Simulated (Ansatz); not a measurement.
CH5BeN⁺, that is BeMe(NH2) with one electron fewer. Charge 1, multiplicity 2. Geometry r2SCAN-D4/def2-TZVP, that of the neutral singlet; atoms count from 1.

```xyz
8

Be    0.136   -0.170   -0.187
C    -0.683    0.792    0.930
H    -1.053    0.226    1.790
H    -1.548    1.294    0.483
H    -0.041    1.587    1.327
N     0.873   -1.022   -1.190
H     0.446   -1.549   -1.935
H     1.871   -1.157   -1.219
```

(1) Estimate the Mulliken populations from the PBE0/def2-TZVP orbitals of Ansatz.

(2) Where does the spin sit?

(3) And the Mayer bond orders between bonded heavy atoms (over 0.3)?

## Answers

(1) 
| atom | charge (e) | spin (α − β) |
| --- | --- | --- |
| Be1 | 0.38 | 0.02 |
| C2 | -0.43 | 0.06 |
| H3 | 0.18 | 0.00 |
| H4 | 0.18 | 0.01 |
| H5 | 0.18 | 0.01 |
| N6 | -0.11 | 0.96 |
| H7 | 0.31 | -0.03 |
| H8 | 0.31 | -0.03 |
Mulliken values and Mayer orders depend strongly on the basis.

(2) Summed by element: Be 0.02, C 0.06, H -0.04, N 0.96, of 1 unpaired in all. Largest on single atoms: N6 0.96, C2 0.06, H8 -0.03.

(3) Be1–C2 1.07 (1.69 Å); Be1–N6 0.96 (1.51 Å).
